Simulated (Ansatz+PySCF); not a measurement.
Results of a calculation; reference values are marked as such.
Input for Ansatz (development build ahead of 0.2.0):

```yaml
crystal:
  periodic: [false, false, false]
  atoms:
    - { symbol: H, position_ang: [1.30656, 0.0, 0.0] }
    - { symbol: H, position_ang: [0.92388, 0.92388, 0.0] }
    - { symbol: H, position_ang: [0.0, 1.30656, 0.0] }
    - { symbol: H, position_ang: [-0.92388, 0.92388, 0.0] }
    - { symbol: H, position_ang: [-1.30656, 0.0, 0.0] }
    - { symbol: H, position_ang: [-0.92388, -0.92388, 0.0] }
    - { symbol: H, position_ang: [0.0, -1.30656, 0.0] }
    - { symbol: H, position_ang: [0.92388, -0.92388, 0.0] }
basis:
  gaussian: { orbitals: cc-pVDZ }
hamiltonian:
  xc: { name: wB97X }
scf:
  omitted_lower_state_checks: [stability, starts, atomic_configurations, cluster_reference, orbital_swaps, given_window_search, neighbouring_geometries, increment]
```

The input is written out in the form of the current development build from the run's settings.

The run gave:

```yaml
Converged: yes
Total_energy: -4.39501 hartree
Spin_squared_of_the_determinant: 0.000
```

Caution: an unrestricted determinant lies well below; the determinant breaks the point group.
